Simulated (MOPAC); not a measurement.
MOPAC input (MNDO):

```
MNDO 1SCF CHARGE=1 GEO-OK AUX(PRECISION=9) THREADS=1
H5BO2P

O    -1.43507000 1   -0.71174500 1   -0.59820400 1
B    -0.41388200 1   -0.03087900 1   -0.10920300 1
O    -0.98485900 1    1.22846600 1    0.48452400 1
P     1.44175000 1   -0.38746500 1    0.16241100 1
H    -1.29212800 1   -1.56982300 1   -1.01592800 1
H    -1.94654400 1    1.39319400 1    0.44433100 1
H    -0.46215200 1    1.95840300 1    0.85356100 1
H     1.63272900 1   -0.88370800 1   -1.14836100 1
H     1.87068500 1    0.93453400 1   -0.11431500 1
```

From the output:

```
                                                       MOPAC v23.2.5 Linux

          FINAL HEAT OF FORMATION =         32.74494 KCAL/MOL =     137.00484 KJ/MOL

          COSMO AREA              =        108.10 SQUARE ANGSTROMS
          COSMO VOLUME            =         91.73 CUBIC ANGSTROMS

          IONIZATION POTENTIAL    =         16.130182 EV
          HOMO LUMO ENERGIES (EV) =        -16.130 -5.445
          NO. OF FILLED LEVELS    =         12
          MOLECULAR WEIGHT        =         78.8221         POINT GROUP:  C1

          MOLECULAR DIMENSIONS (Angstroms)

            Atom       Atom       Distance
            H     8    H     6     4.53124
            H     9    H     5     4.02941
            H     6    P     4     0.91564

          SCF CALCULATIONS        =          1

   ATOM   CHEMICAL          X               Y               Z
  NUMBER   SYMBOL      (ANGSTROMS)     (ANGSTROMS)     (ANGSTROMS)

     1       O         -1.43507000  *  -0.71174500  *  -0.59820400  *
     2       B         -0.41388200  *  -0.03087900  *  -0.10920300  *
     3       O         -0.98485900  *   1.22846600  *   0.48452400  *
     4       P          1.44175000  *  -0.38746500  *   0.16241100  *
     5       H         -1.29212800  *  -1.56982300  *  -1.01592800  *
     6       H         -1.94654400  *   1.39319400  *   0.44433100  *
     7       H         -0.46215200  *   1.95840300  *   0.85356100  *
     8       H          1.63272900  *  -0.88370800  *  -1.14836100  *
     9       H          1.87068500  *   0.93453400  *  -0.11431500  *

                             CARTESIAN COORDINATES

   1    O       -1.435070000    -0.711745000    -0.598204000
   2    B       -0.413882000    -0.030879000    -0.109203000
   3    O       -0.984859000     1.228466000     0.484524000
   4    P        1.441750000    -0.387465000     0.162411000
   5    H       -1.292128000    -1.569823000    -1.015928000
   6    H       -1.946544000     1.393194000     0.444331000
   7    H       -0.462152000     1.958403000     0.853561000
   8    H        1.632729000    -0.883708000    -1.148361000
   9    H        1.870685000     0.934534000    -0.114315000

           Empirical Formula: H5 O2 B P  =     9 atoms

      MOLECULAR POINT GROUP   :   C1

                  EIGENVALUES
 -50.04519 -47.30891 -28.93074 -28.01554 -26.22589 -24.57121 -21.67966 -21.38994
 -19.23139 -18.40954 -17.90107 -16.13018  -5.44507  -3.99898  -3.42327  -2.94853
  -2.73719  -1.25146  -0.60954   0.41742   2.18024

              NET ATOMIC CHARGES AND DIPOLE CONTRIBUTIONS

  ATOM NO.   TYPE          CHARGE      No. of ELECS.   s-Pop       p-Pop
    1          O          -0.224095        6.2241     1.73933     4.48477
    2          B           0.033739        2.9663     1.28628     1.67998
    3          O          -0.120533        6.1205     1.63840     4.48213
    4          P           0.456331        4.5437     1.82975     2.71392
    5          H           0.296974        0.7030     0.70303
    6          H           0.322618        0.6774     0.67738
    7          H           0.333337        0.6667     0.66666
    8          H          -0.037187        1.0372     1.03719
    9          H          -0.061183        1.0612     1.06118
 DIPOLE           X         Y         Z       TOTAL
 POINT-CHG.    -1.310     2.274     1.483     3.015
 HYBRID        -1.155     1.227    -1.605     2.327
 SUM           -2.465     3.501    -0.122     4.284

          ATOMIC ORBITAL ELECTRON POPULATIONS

     Atom    s        px        py        pz
    1  O   1.73933   1.55004   1.33419   1.60054
    2  B   1.28628   0.75353   0.50284   0.42361
    3  O   1.63840   1.25088   1.41573   1.81552
    4  P   1.82975   0.73150   0.94327   1.03915
    5  H   0.70303
    6  H   0.67738
    7  H   0.66666
    8  H   1.03719
    9  H   1.06118

 **********************
 *                    *
 * JOB ENDED NORMALLY *
 *                    *
 **********************

 == MOPAC DONE ==
```

The dipole moment of an ion depends on the origin.

The geometry given is a B3LYP-D3(BJ)/def2-TZVP minimum.
